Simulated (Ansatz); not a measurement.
Isolated molecules relaxed with PBE0-D4/def2-TZVP in Ansatz; ΔE leaves out vibrations. CCSD(T)/CBS adds triple-zeta CCSD(T) − MP2 to the extrapolated MP2 energy (def2 sets, frozen cores). This one scheme is used for every species. Functionals use def2-TZVPP. B3LYP here is the variant with VWN-RPA as its local correlation; programs differ in this. HSE06 is defined as in plane-wave codes. Elements past krypton have def2 core potentials. For W outer-core shells are correlated without core-valence functions, which leaves a few kJ/mol of doubt a bond. Each species was taken in one conformer, which may not be the lowest.

`C[O][W]([OH])([OH])([OH])([OH])[Cl]` + H–F → `[OH][W]([OH])([OH])([OH])([F])[Cl]` + CH₃OH  (ligand exchange at a W–O bond)

```
             level  ΔE (kJ/mol)  difference from CCSD(T)/CBS
            PBE-D4        -19.5                        -12.0
         revPBE-D4        -16.0                         -8.5
           BLYP-D4        -17.6                        -10.1
         r2SCAN-D4        -23.5                        -16.0
            B97M-V        -26.7                        -19.2
          B3LYP-D4        -18.4                        -10.9
        r2SCANh-D4        -22.8                        -15.3
        r2SCAN0-D4        -21.8                        -14.3
          HSE06-D4        -19.0                        -11.5
          BHLYP-D4        -19.7                        -12.2
      CAM-B3LYP-D4        -23.7                        -16.2
           ωB97X-V        -25.6                        -18.1
           ωB97M-V        -23.2                        -15.7
            B2PLYP        -18.8                        -11.3
          PBE-QIDH        -13.6                         -6.1
               PBE        -28.3                        -20.8
            revPBE        -34.1                        -26.6
              BLYP        -34.7                        -27.2
            r2SCAN        -26.2                        -18.7
              PBE0        -27.0                        -19.5
             B3LYP        -32.1                        -24.6
           r2SCAN0        -25.0                        -17.5
             HSE06        -26.5                        -19.0
             BHLYP        -31.5                        -24.0
         CAM-B3LYP        -32.0                        -24.5
           LC-ωPBE        -33.5                        -26.0
RPA@PBE/def2-TZVPP         -9.3                         -1.8
       HF/def2-SVP        -37.6                        -30.1
      MP2/def2-SVP         -6.6                          0.9
     CCSD/def2-SVP        -17.9                        -10.4
  CCSD(T)/def2-SVP        -13.2                         -5.7
     HF/def2-TZVPP        -38.7                        -31.2
SCS-MP2/def2-TZVPP         -6.5                          1.0
   CCSD/def2-TZVPP        -12.3                         -4.8
     HF/def2-QZVPP        -39.6                        -32.1
    MP2/def2-QZVPP          2.1                          9.6
SCS-MP2/def2-QZVPP         -7.6                         -0.1
      HF/CBS(def2)        -39.7                        -32.2
     MP2/CBS(def2)          1.8                          9.3
    CCSD/CBS(def2)        -13.6                         -6.1
       CCSD(T)/CBS         -7.5                            0
```

Task: What do rigid-rotor, harmonic-oscillator terms from PBE0-D4/def2-TZVP frequencies (298.15 K, 1 bar) make of the CCSD(T)/CBS value? (Best estimate.)

Result: The calculation gave: ΔZPE = +5.6 kJ/mol, ΔH = -5.2 kJ/mol, ΔS = 19 J/(mol·K), ΔG = -10.8 kJ/mol.

Largest T1 diagnostic among the species: 0.022, so the coupled-cluster value is less sure than usual.

From BLYP to BHLYP (50 % exact exchange), in def2-TZVPP and without D4, ΔE moves by +3.2 kJ/mol. Leaving LDA and LC-ωPBE aside and taking each functional with its dispersion term where it has one, the values spread over 13.0 kJ/mol, from B97M-V to PBE-QIDH. LDA lies +13.5 kJ/mol from PBE without D4.
